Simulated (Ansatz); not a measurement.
## Nudged elastic band run: C$_{2}$H$_{4}$BCl

Input:

```yaml
crystal:
  periodic: [false, false, false]
  atoms:
    - { symbol: Cl, position_ang: [-2.510742, 0.815624, -0.414994] }
    - { symbol: B, position_ang: [-0.878269, 0.285302, -0.145119] }
    - { symbol: C, position_ang: [0.57223, 0.627772, 0.163428] }
    - { symbol: C, position_ang: [0.12567, -0.854489, -0.048072] }
    - { symbol: H, position_ang: [1.207391, 1.063588, -0.602693] }
    - { symbol: H, position_ang: [0.865454, 0.913518, 1.169754] }
    - { symbol: H, position_ang: [0.479808, -1.350556, -0.947422] }
    - { symbol: H, position_ang: [0.138448, -1.500759, 0.825127] }
basis:
  gaussian: { orbitals: def2-SVP }
hamiltonian:
  xc: hf
neb:
  order_check: false
  images: 2
  f_tol: 0.03
  max_iterations: 60
  climbing: true
  final_atoms:
    - { symbol: Cl, position_ang: [-2.04171219, 1.24484738, 0.53087319] }
    - { symbol: B, position_ang: [-0.36357117, 0.19059887, 0.08221741] }
    - { symbol: C, position_ang: [0.96680555, 0.27480654, -0.10106805] }
    - { symbol: C, position_ang: [0.25012447, -1.15497086, -0.25002331] }
    - { symbol: H, position_ang: [1.99352376, 0.57208213, -0.19910766] }
    - { symbol: H, position_ang: [-1.46759787, 2.38089805, 0.67554619] }
    - { symbol: H, position_ang: [0.19903924, -1.59715942, -1.24815803] }
    - { symbol: H, position_ang: [0.46337821, -1.91110268, 0.50972927] }
  initial_path:
    images:
      - { positions_ang: [[-2.510742, 0.815624, -0.414994], [-0.878269, 0.285302, -0.145119], [0.57223, 0.627772, 0.163428], [0.12567, -0.854489, -0.048072], [1.207391, 1.063588, -0.602693], [0.865454, 0.913518, 1.169754], [0.479808, -1.350556, -0.947422], [0.138448, -1.500759, 0.825127]] }
      - { positions_ang: [[-2.34621983, 0.92971108, -0.19666861], [-0.77272991, 0.31309614, -0.06598032], [0.72145921, 0.55203533, 0.13448773], [0.1748348, -0.88524336, -0.06885186], [1.33997333, 0.95354908, -0.65809844], [0.1909382, 1.07499205, 1.06725432], [0.45124322, -1.38152913, -0.98946229], [0.24049099, -1.55661119, 0.77732847]] }
      - { positions_ang: [[-2.18987656, 1.07278554, 0.11862045], [-0.60116396, 0.28152843, 0.00979848], [0.85298439, 0.43438018, 0.04632238], [0.21631962, -0.98540398, -0.13616897], [1.60201758, 0.78971379, -0.52356999], [-0.58674576, 1.56411873, 0.90251839], [0.35765363, -1.46373027, -1.08970763], [0.34880106, -1.69339242, 0.67219589]] }
      - { positions_ang: [[-2.04171219, 1.24484738, 0.53087319], [-0.36357117, 0.19059887, 0.08221741], [0.96680555, 0.27480654, -0.10106805], [0.25012447, -1.15497086, -0.25002331], [1.99352376, 0.57208213, -0.19910766], [-1.46759787, 2.38089805, 0.67554619], [0.19903924, -1.59715942, -1.24815803], [0.46337821, -1.91110268, 0.50972927]] }
```

Launched with:

```bash
$ ansatz run input.yaml --threads 1 --pin off --max-ram 2048MiB --backend cpu --events-out ev --progress --plain --runs-dir out
```

Output, in part (warnings, iteration lines, the closing report on the highest movable image, with atoms numbered from 0):

```
NEB end point (image 0): max|allowed force component| = 9.515e-4 eV/Å (the criterion of neb.relax_end_points is 1.000e-2)
NEB end point (image 3): max|allowed force component| = 1.830e-2 eV/Å (the criterion of neb.relax_end_points is 1.000e-2)
NEB iter   1: max|band force component| = 4.798e0 eV/Å  barrier→ = 6.0473 eV  barrier← = 1.1399 eV  Δτ_max = 0.2000 Å  (170 SCF iters)
NEB iter   2: max|band force component| = 2.387e0 eV/Å  barrier→ = 5.9710 eV  barrier← = 1.0636 eV  Δτ_max = 0.2000 Å  (78 SCF iters)
NEB iter   3: max|band force component| = 2.434e0 eV/Å  barrier→ = 5.6412 eV  barrier← = 0.7338 eV  Δτ_max = 0.0703 Å  (74 SCF iters)
NEB iter   4: max|band force component| = 1.329e0 eV/Å  barrier→ = 5.4533 eV  barrier← = 0.5459 eV  Δτ_max = 0.0599 Å  (75 SCF iters)
NEB iter   5: max|band force component| = 9.214e-1 eV/Å  barrier→ = 5.4165 eV  barrier← = 0.5091 eV  Δτ_max = 0.0999 Å  (72 SCF iters)
NEB iter   6: max|band force component| = 6.077e-1 eV/Å  barrier→ = 5.3839 eV  barrier← = 0.4765 eV  Δτ_max = 0.0648 Å  (73 SCF iters)
NEB iter   7: max|band force component| = 3.790e-1 eV/Å  barrier→ = 5.3414 eV  barrier← = 0.4340 eV  CI = image 2  Δτ_max = 0.0581 Å  (74 SCF iters)
NEB iter   8: max|band force component| = 3.278e-1 eV/Å  barrier→ = 5.3121 eV  barrier← = 0.4048 eV  CI = image 2  Δτ_max = 0.0961 Å  (74 SCF iters)
NEB iter   9: max|band force component| = 2.009e-1 eV/Å  barrier→ = 5.2930 eV  barrier← = 0.3856 eV  CI = image 2  Δτ_max = 0.0453 Å  (74 SCF iters)
NEB iter  10: max|band force component| = 8.239e-2 eV/Å  barrier→ = 5.2946 eV  barrier← = 0.3873 eV  CI = image 2  Δτ_max = 0.0144 Å  (76 SCF iters)
NEB iter  11: max|band force component| = 5.981e-2 eV/Å  barrier→ = 5.2937 eV  barrier← = 0.3863 eV  CI = image 2  Δτ_max = 0.0065 Å  (68 SCF iters)
NEB iter  12: max|band force component| = 2.328e-2 eV/Å  barrier→ = 5.2935 eV  barrier← = 0.3861 eV  CI = image 2  Δτ_max = 0.0000 Å  (133 SCF iters)
Total energy: -15288.05081985 eV, -561.8255050166 hartree
Atom 0 at    -2.108218     1.365026     0.443823 Å, force     0.015658    -0.000245     0.004275 eV/Å
Atom 1 at    -0.584072     0.220314    -0.293140 Å, force     0.011784    -0.009081     0.001557 eV/Å
Atom 2 at     0.751473     0.453063    -0.254553 Å, force    -0.001891     0.020821     0.000178 eV/Å
Atom 3 at     0.230628    -1.056646    -0.196220 Å, force    -0.006653    -0.005543     0.001342 eV/Å
Atom 4 at     1.738931     0.872499    -0.198588 Å, force    -0.001201    -0.006351    -0.000656 eV/Å
Atom 5 at    -0.812933     1.437813     0.848172 Å, force    -0.016279     0.001034    -0.004849 eV/Å
Atom 6 at     0.377359    -1.681435    -1.077535 Å, force    -0.001051    -0.000154    -0.000326 eV/Å
Atom 7 at     0.406822    -1.610634     0.728050 Å, force    -0.000367    -0.000483    -0.001520 eV/Å
Dipole moment:    -0.277711     0.319006     0.288385 e Å
```

The run converged. Neighbouring images differ by up to 4.3 eV, so the band resolves the path poorly. Another band between the same ends (7 images) ends at a top of the same energy, where a vibrational analysis finds 1 clearly imaginary mode. So few images can step over the top or miss a turn of the path. The orbitals stay closed-shell, which can raise the energy where a bond breaks towards radicals; this wasn't checked here.

Final band (atoms are numbered from 1 in the order of the input):

```
image  path coordinate (Å)  energy (eV)  C3–H6 (Å)  Cl1–H6 (Å)
    0                 0.00         0.00       1.09        3.73
    1                 1.21         1.02       1.14        2.51
    2                 2.42         5.29       2.15        1.36
    3                 3.83         4.91       3.31        1.28
```

Run time: 24 s on 1 thread of AMD EPYC 7R13 Processor (Zen 3), on a shared host, peak memory 0.15 GiB.
